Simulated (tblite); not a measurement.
C₄H₁₅NOSi₃.
Numbering: `[CH3:1][CH2:2][C@@H:3]1[CH2:4][SiH2:5][NH:6][Si@H:7]1[O:8][SiH3:9]` (hydrogens: H10, H11, H12 on C1; H13, H14 on C2; H15 on C3; H16, H17 on C4; H18, H19 on Si5; H20 on N6; H21 on Si7; H22, H23, H24 on Si9)

Computed with GFN2-xTB (tblite), gas phase: L-BFGS steps from a force-field or distance-geometry start until the largest atomic force falls under 0.01 eV/Å.

Step 151: E = -776.8886 eV
```
atom  x, y, z in Å  |  force x, y, z in eV/Å
C1      2.3032   -1.3760    0.2284   -0.016   0.001   0.019
C2      2.0966    0.1247    0.3940    0.017   0.007   0.013
C3      0.7444    0.5921   -0.1395   -0.001   0.023  -0.017
C4      0.6050    2.1200   -0.0388    0.005  -0.011   0.002
Si5    -1.2147    2.5827   -0.3232   -0.011  -0.023   0.004
N6     -1.8906    1.1052    0.2798    0.001   0.032  -0.014
Si7    -0.7825   -0.1479    0.7200   -0.021   0.023  -0.005
O8     -1.2714   -1.6050    0.1976   -0.012  -0.011  -0.046
Si9    -2.0592   -2.6979   -0.7003    0.033   0.028   0.045
H10     3.2914   -1.6655    0.5818   -0.003  -0.005  -0.030
H11     1.5599   -1.9282    0.7980   -0.037   0.008  -0.006
H12     2.2080   -1.6642   -0.8178    0.026   0.030   0.042
H13     2.1708    0.3883    1.4534    0.019  -0.029  -0.024
H14     2.9001    0.6540   -0.1312   -0.031   0.005   0.009
H15     0.6993    0.3284   -1.2033    0.001  -0.017  -0.004
H16     0.9151    2.4358    0.9607   -0.030  -0.022  -0.018
H17     1.2811    2.6162   -0.7384    0.003  -0.026   0.013
H18    -1.7037    3.7258    0.4567    0.038  -0.031   0.005
H19    -1.5037    2.7873   -1.7500   -0.044  -0.019   0.001
H20    -2.8818    0.9891    0.3955    0.024   0.004  -0.009
H21    -0.6769   -0.3288    2.1687    0.006  -0.022   0.006
H22    -1.9237   -3.9411    0.0557    0.007   0.006   0.008
H23    -1.4203   -2.7867   -2.0128    0.021   0.030   0.000
H24    -3.4582   -2.2884   -0.8274    0.004   0.019   0.006
```

Step 152: E = -776.8893 eV
```
atom  x, y, z in Å  |  force x, y, z in eV/Å
C1      2.3038   -1.3778    0.2293   -0.004   0.016   0.025
C2      2.0964    0.1227    0.3936    0.014   0.027   0.002
C3      0.7438    0.5904   -0.1386   -0.010   0.020  -0.017
C4      0.6039    2.1187   -0.0409    0.005  -0.014   0.001
Si5    -1.2161    2.5821   -0.3236   -0.006  -0.027   0.005
N6     -1.8912    1.1044    0.2793    0.017   0.020  -0.007
Si7    -0.7828   -0.1480    0.7219   -0.027   0.042  -0.007
O8     -1.2703   -1.6047    0.1982    0.033   0.051   0.011
Si9    -2.0566   -2.6930   -0.7000   -0.037  -0.028   0.009
H10     3.2904   -1.6674    0.5867    0.001  -0.003  -0.026
H11     1.5586   -1.9295    0.7957   -0.050  -0.003   0.003
H12     2.2140   -1.6654   -0.8167    0.018   0.020   0.019
H13     2.1740    0.3885    1.4514    0.013  -0.027   0.002
H14     2.8965    0.6529   -0.1345   -0.005   0.004   0.002
H15     0.6984    0.3238   -1.2015   -0.004  -0.013  -0.012
H16     0.9154    2.4364    0.9571   -0.031  -0.021   0.003
H17     1.2792    2.6155   -0.7403    0.008  -0.032  -0.003
H18    -1.7040    3.7242    0.4583    0.038  -0.028   0.004
H19    -1.5083    2.7870   -1.7497   -0.042  -0.018   0.000
H20    -2.8820    0.9881    0.3957    0.010   0.003  -0.008
H21    -0.6808   -0.3308    2.1703    0.009  -0.019   0.010
H22    -1.9203   -3.9363    0.0543    0.004  -0.011   0.013
H23    -1.4176   -2.7788   -2.0106    0.033   0.025  -0.034
H24    -3.4562   -2.2834   -0.8279    0.011   0.015   0.007
```

Step 153: E = -776.8903 eV
```
atom  x, y, z in Å  |  force x, y, z in eV/Å
C1      2.3044   -1.3828    0.2427   -0.005   0.035   0.022
C2      2.0974    0.1202    0.3895    0.008   0.042  -0.014
C3      0.7403    0.5833   -0.1370   -0.012   0.006  -0.005
C4      0.5991    2.1125   -0.0527    0.004  -0.016  -0.003
Si5    -1.2234    2.5726   -0.3288    0.012  -0.022   0.002
N6     -1.8910    1.0989    0.2907   -0.034   0.009   0.012
Si7    -0.7805   -0.1492    0.7393   -0.023   0.025  -0.013
O8     -1.2737   -1.6115    0.2335    0.014   0.030  -0.016
Si9    -2.0492   -2.6710   -0.7099   -0.023  -0.050   0.014
H10     3.2914   -1.6680    0.6023    0.007   0.001  -0.025
H11     1.5608   -1.9293    0.8168   -0.050   0.009  -0.006
H12     2.2150   -1.6817   -0.8004    0.009   0.018   0.026
H13     2.1889    0.4018    1.4421    0.000  -0.034   0.003
H14     2.8881    0.6452   -0.1569    0.025  -0.008   0.009
H15     0.6899    0.3054   -1.1966   -0.015  -0.008  -0.015
H16     0.9165    2.4392    0.9397   -0.035  -0.019   0.034
H17     1.2702    2.6069   -0.7574    0.013  -0.045  -0.027
H18    -1.7080    3.7203    0.4470    0.039  -0.027   0.004
H19    -1.5252    2.7666   -1.7547   -0.040  -0.022   0.007
H20    -2.8804    0.9855    0.4267    0.037   0.010  -0.021
H21    -0.6742   -0.3289    2.1874    0.015  -0.010   0.013
H22    -1.9179   -3.9393    0.0076    0.002   0.038  -0.008
H23    -1.4017   -2.7170   -2.0200    0.030   0.025  -0.008
H24    -3.4485   -2.2599   -0.8434    0.023   0.014   0.017
```

Question: Estimate the geometry and energy of step 154. (The exact step hangs on the optimiser's Hessian estimate; all steps are aligned on step 153, rigid shifts and turns removed.)

Answer: E = -776.8912 eV, largest force 0.061 eV/Å
```
atom  x, y, z in Å  |  force x, y, z in eV/Å
C1      2.3021   -1.3834    0.2502   -0.003   0.029   0.015
C2      2.0987    0.1210    0.3881   -0.005   0.028  -0.019
C3      0.7401    0.5821   -0.1366   -0.012  -0.006   0.005
C4      0.5980    2.1109   -0.0569   -0.006  -0.007  -0.004
Si5    -1.2255    2.5687   -0.3299    0.003  -0.023  -0.004
N6     -1.8900    1.0990    0.3027    0.012   0.028  -0.001
Si7    -0.7784   -0.1498    0.7444   -0.014   0.028  -0.002
O8     -1.2744   -1.6088    0.2340    0.022   0.025  -0.005
Si9    -2.0471   -2.6632   -0.7155   -0.036  -0.048  -0.013
H10     3.2900   -1.6689    0.6072    0.004   0.002  -0.007
H11     1.5575   -1.9264    0.8277   -0.024   0.027  -0.018
H12     2.2123   -1.6867   -0.7912   -0.007   0.010   0.012
H13     2.1966    0.4082    1.4382   -0.007  -0.023   0.011
H14     2.8859    0.6420   -0.1665    0.042  -0.010   0.012
H15     0.6883    0.2996   -1.1950   -0.018  -0.005  -0.015
H16     0.9154    2.4406    0.9340   -0.028  -0.016   0.049
H17     1.2679    2.6048   -0.7630    0.016  -0.045  -0.037
H18    -1.7085    3.7204    0.4411    0.041  -0.029   0.000
H19    -1.5327    2.7530   -1.7566   -0.037  -0.021   0.017
H20    -2.8780    0.9836    0.4379   -0.011   0.007  -0.012
H21    -0.6703   -0.3400    2.1912    0.018   0.002   0.010
H22    -1.9147   -3.9338   -0.0052    0.005   0.011   0.004
H23    -1.3983   -2.6996   -2.0250    0.030   0.023  -0.014
H24    -3.4467   -2.2536   -0.8477    0.016   0.016   0.016
```

The energy changes by -0.0009 eV. The first-order estimate −F·Δx gives -0.0012 eV and the mean of the old and new forces, exact on a quadratic surface, -0.0009 eV. The step makes an angle of 82° with the force vector and moves no atom by more than 0.018 Å.

The cost below is that of the whole relaxation. The run took 8.2 s wall on one thread of an Intel Xeon at 2.50 GHz (shared host).
